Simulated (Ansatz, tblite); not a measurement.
Isomers of Si5O6 (singlet), found by a short tight-binding search and relaxed with PBE-D4/def2-SVP in Ansatz.

The xTB rows come from tblite.

Other spin states weren't relaxed.

A:

```xyz
11

Si    1.9576    2.5306    0.4476
Si   -0.5501    2.7766   -1.5660
Si   -0.0597   -2.6882   -0.2499
Si   -1.2343   -1.3512    1.3815
Si   -0.0197    0.1771    0.0386
O     1.2691    0.9817    0.7276
O    -0.8634    1.1911   -0.9820
O     0.5276   -1.1844   -0.8089
O     0.2978   -4.0713   -0.8454
O     0.8847    3.1543   -0.7237
O    -2.2096   -1.5162    2.5806
```

B:

Cartesian coordinates in Å:
```
Si -1.378 1.583 -0.072
Si 1.759 -1.266 -2.037
Si 1.855 1.783 -0.584
Si -1.502 -0.264 1.372
Si 1.003 -2.400 0.934
O 0.222 2.016 -0.151
O 1.764 0.288 -1.358
O 1.614 -2.215 -0.627
O -0.226 -1.199 0.883
O -2.549 -0.550 2.474
O -2.562 2.223 -0.835
```

Problem. Estimate their order by electronic energy at PBE0-D4/def2-TZVP, counted from the lowest.

Solution. A (0.00) < B (0.46), in eV.

Problem. Do the other levels pick the same lowest one?

Solution. Not GFN1-xTB, GFN2-xTB. Energies above each level's lowest (eV):

```csv
level,A,B
GFN1-xTB,0.43,0.00
GFN2-xTB,0.13,0.00
PBE-D4/def2-TZVP,0.00,0.42
r2SCAN-D4/def2-TZVP,0.00,0.51
PBE0-D4/def2-TZVP,0.00,0.46
```
Point groups (tolerance 0.1 Å): A Cs, B not assigned. Lower isomers may exist.
